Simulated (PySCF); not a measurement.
Si(NMe2)(SiH3) (C₂H₉NSi₂), SMILES CN(C)[Si][SiH3] (connectivity only; charge and spin as stated), neutral, multiplicity 1.

Geometry optimised at PBE-D3(BJ)/def2-SVP. One conformer was computed; it need not be the lowest.

Method: PBE-D3(BJ)/def2-SVP (PySCF).

Frequencies are harmonic and unscaled.

**Question.** Estimate the vibrational spectrum. (The exact figures need the calculation; the answer reports its results.)

**Answer.** 
```
mode  ν (cm⁻¹)  IR (km/mol)  moving atoms (share of kinetic energy)
----  --------  -----------  --------------------------------------
1           86          0.2                 H 50 %, C 30 %, Si 19 %
2          106          0.4                         H 84 %, Si 12 %
3          156          0.7                 Si 47 %, C 25 %, H 24 %
4          157          0.4                                  H 85 %
5          238          1.0                                  H 89 %
6          285          1.1         C 33 %, Si 32 %, H 20 %, N 15 %
7          340          3.1                          N 53 %, H 38 %
8          379         19.4                         H 84 %, Si 13 %
9          383          5.8                 H 40 %, C 37 %, Si 20 %
10         393         10.8                 Si 58 %, H 28 %, C 11 %
11         488         38.5                         H 59 %, Si 32 %
12         646          9.0         C 37 %, Si 36 %, H 17 %, N 10 %
13         822        225.1                          H 91 %, Si 9 %
14         895         32.8                                  H 98 %
15         908         21.4                                  H 98 %
16         985         68.1                  C 36 %, H 36 %, N 25 %
17        1026          2.7                          H 69 %, C 27 %
18        1056          0.3                          H 80 %, C 20 %
19        1113          2.7                  H 67 %, C 20 %, N 13 %
20        1172         30.9                  N 55 %, C 29 %, H 17 %
21        1243          8.8                  N 39 %, H 36 %, C 23 %
22        1367          1.5                          H 86 %, C 13 %
23        1393          0.3                                  H 97 %
24        1394          6.1                          H 84 %, C 15 %
25        1406         14.1                                  H 97 %
26        1413         17.6                                  H 96 %
27        1438          3.5                                  H 94 %
28        2098         79.4                                  H 98 %
29        2111         97.5                                  H 96 %
30        2141        108.4                                  H 96 %
31        2925         27.9                                  H 97 %
32        2930         98.1                                  H 97 %
33        2991         39.2                           H 91 %, C 9 %
34        2998          4.6                          H 90 %, C 10 %
35        3064          4.7                           H 91 %, C 9 %
36        3084          5.8                           H 91 %, C 9 %
```
